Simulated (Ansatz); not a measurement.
Cost and result up the ladder for (Cl)3Ti-S-SiH3 (TiSiH₃SCl₃) (9 atoms). Total charge 0; singlet. Geometry: PBE-D4/def2-SVP.

```csv
atom,x (Å),y (Å),z (Å)
Ti1,1.208,1.028,0.308
Cl2,0.348,2.577,-0.973
Cl3,0.121,0.946,2.206
Cl4,3.339,1.338,0.594
S5,1.004,-0.985,-0.682
Si6,-1.153,-1.183,-0.396
H7,-1.642,-2.025,-1.538
H8,-1.413,-1.859,0.917
H9,-1.813,0.164,-0.436
```

Ansatz on 4 threads of Arm Neoverse V2 on a shared host. Times are rough, and most runs start from the orbitals of an earlier one. ωB97M-V/def2-TZVP serves as the yardstick here, not as an exact answer. Differences are given only for rows in sets of like size (and for xTB, whose basis is part of the method), since another set adds its own error. Binding counts from free atoms at the same level (Ti triplet, Cl doublet, S triplet, Si triplet, H doublet; other spins of the atoms weren't run), without zero-point energy or a counterpoise term.

The 6-31G sets use Cartesian d functions. B3LYP takes the VWN-RPA correlation. Correlated methods freeze 30 core orbitals; core or outer-core shells of Ti are correlated, in sets that lack core-valence functions. The rows differ in basis, and correlated rows in double-zeta sets carry the largest basis error.

Correlated methods converge slowly with the basis, most of all in double-zeta sets.

```csv
level,functions,wall time
HF/6-31G,100,0.95 s
PBE-D4/def2-SVP,136,1.6 s
B3LYP-D4/6-31G,100,2.4 s
PBE0-D4/def2-SVP,136,2.7 s
MP2/def2-TZVP,248,6 s
PBE0-D4/def2-TZVP,248,6.5 s
CAM-B3LYP-D4/def2-TZVP (with forces),248,10 s
ωB97X-V/def2-TZVP,248,16 s
CCSD(T)/def2-SVP,136,17 s
ωB97M-V/def2-TZVP,248,18 s
```

Task: Estimate what each level gives for the binding energy per atom (eV).

Result: 
```json
{"level": "HF/6-31G", "binding energy per atom (eV)": "1.84", "difference from ωB97M-V/def2-TZVP (eV)": "–"}
{"level": "PBE-D4/def2-SVP", "binding energy per atom (eV)": "3.57", "difference from ωB97M-V/def2-TZVP (eV)": "–"}
{"level": "B3LYP-D4/6-31G", "binding energy per atom (eV)": "3.12", "difference from ωB97M-V/def2-TZVP (eV)": "–"}
{"level": "PBE0-D4/def2-SVP", "binding energy per atom (eV)": "3.38", "difference from ωB97M-V/def2-TZVP (eV)": "–"}
{"level": "MP2/def2-TZVP", "binding energy per atom (eV)": "3.41", "difference from ωB97M-V/def2-TZVP (eV)": "0.05"}
{"level": "PBE0-D4/def2-TZVP", "binding energy per atom (eV)": "3.39", "difference from ωB97M-V/def2-TZVP (eV)": "0.04"}
{"level": "CAM-B3LYP-D4/def2-TZVP (with forces)", "binding energy per atom (eV)": "3.33", "difference from ωB97M-V/def2-TZVP (eV)": "-0.03"}
{"level": "ωB97X-V/def2-TZVP", "binding energy per atom (eV)": "3.39", "difference from ωB97M-V/def2-TZVP (eV)": "0.03"}
{"level": "CCSD(T)/def2-SVP", "binding energy per atom (eV)": "3.13", "difference from ωB97M-V/def2-TZVP (eV)": "–"}
{"level": "ωB97M-V/def2-TZVP", "binding energy per atom (eV)": "3.36", "difference from ωB97M-V/def2-TZVP (eV)": "0.00"}
```
